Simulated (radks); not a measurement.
Values are calculated unless marked as measured or tabulated.
Valence configurations of Re I (all share [Xe]). Code: a radial shooting solver on a logarithmic mesh with Libxc functionals. Model: Dirac Kohn-Sham, PBE, spin-unpolarised, spherical densities, finite nucleus; open shells fill j = l - 1/2 first; Fermi nuclear charge, rms radius 5.3698 fm. Energies are relative to 4f14 5d5 6s2; eigenvalues in eV.

| valence | E (eV) | e(4f5/2) | e(4f7/2) | e(5d3/2) | e(5d5/2) | e(6p1/2) |
|---|---|---|---|---|---|---|
| 4f14 5d5 6s2 | 0.000 | -43.110 | -40.599 | -5.676 | -4.808 | - |
| 4f14 5d5 6s1 6p1 | 4.296 | -44.478 | -41.967 | -6.918 | -6.027 | -2.349 |
| 4f13.5 5d5.5 6s2 | 18.938 | -47.857 | -45.298 | -6.250 | -5.316 | - |
| 4f13 5d6 6s2 | 40.000 | -52.719 | -50.111 | -6.826 | -5.825 | - |
| 4f13 5d5 6s2 6p1 | 45.112 | -56.829 | -54.220 | -9.879 | -8.785 | -2.723 |
| 4f13 5d5 6s1 6p2 | 50.109 | -58.097 | -55.487 | -11.006 | -9.893 | -3.292 |
| 4f12.5 5d7 6s1.5 | 63.191 | -56.397 | -53.740 | -6.530 | -5.499 | - |
| 4f13 5d3 6s2 6p3 | 63.522 | -66.113 | -63.499 | -16.392 | - | -4.833 |
| 4f12 5d7 6s2 | 88.716 | -62.773 | -60.066 | -7.982 | -6.849 | - |
| 4f11.5 5d5.5 6s2 6p2 | 132.34 | -76.935 | -74.175 | -15.230 | -13.845 | -3.742 |

NIST lists [Xe] 4f14 5d5 6s2 as the ground configuration; this level of theory agrees among the configurations tried. The energies are those of spherical spin-averaged densities, not of single terms.
